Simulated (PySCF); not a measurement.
Which determinant of CaN⁺ lies lowest?

Unrestricted PBE0; Ca x2c-SVPall, N x2c-SVPall; spin-free X2C with a Gaussian nucleus (PySCF 2.14). Outer shells of the fragments: Ca+ 4s1; N 2s2 2p3.

Followed along the bond (rough minima from three points):

```tsv
2Ms+1	unpaired	⟨S²⟩ at the start	R at minimum (Å)	Te (eV)
3	π ↑↑	2.05	2.15	0.00
3	σ ↑, π ↑	2.06	2.01	0.04
1	π ↑↓	1.00	2.14	0.53
1	σ ↓, π ↑	1.00	2.00	0.62
5	σ ↑↑, π ↑↑	6.00	none in the scan	≤ 1.53
```

Solutions found at the starting distance of 2.345 Å, counted from the lowest of them; the search is not exhaustive and high or unbound solutions are not listed, so other states can lie among these:

| 2Ms+1 | unpaired | term | E (eV) | ⟨S²⟩ | ⟨Lz²⟩ | μ (D) |
| --- | --- | --- | --- | --- | --- | --- |
| 3 | π ↑↑ | ³Σ⁻ | 0.00 | 2.05 | 0.00 | -8.08 |
| 3 | σ ↑, π ↑ | ³Π | 0.51 | 2.06 | 1.01 | -8.49 |
| 1 | π ↑↓ | mixed | 0.56 | 1.00 | 2.01 | -8.41 |
| 1 | σ ↓, π ↑ | mixed | 1.10 | 1.00 | 1.03 | -8.67 |
| 5 | σ ↑↑, π ↑↑ | ⁵Σ⁻ | 1.52 | 6.00 | 0.00 | -0.95 |
| 1 | none | mixed | 2.09 | 0.00 | 2.00 | -8.34 |

A term symbol is given only where ⟨S²⟩ and ⟨Lz²⟩ are close to those of a pure state; real π, δ and φ orbitals otherwise mix terms. A positive dipole points towards N; it is taken about the centre of mass and depends on that origin.

Q: Compare the gap between the two lowest followed solutions at the starting distance with the gap between their minima.

A: At PBE0 the second solution (triplet, unpaired electrons σ ↑, π ↑) lies +0.51 eV from the first (triplet, unpaired electrons π ↑↑) at 2.345 Å and +0.04 eV at the minima; the two curves relax by different amounts, since their minima lie near 2.01 and 2.15 Å. A gap this small is a tie at this level.

Counting both spins, an empty level lies below a filled one in some of these solutions, because spin and occupation are held.
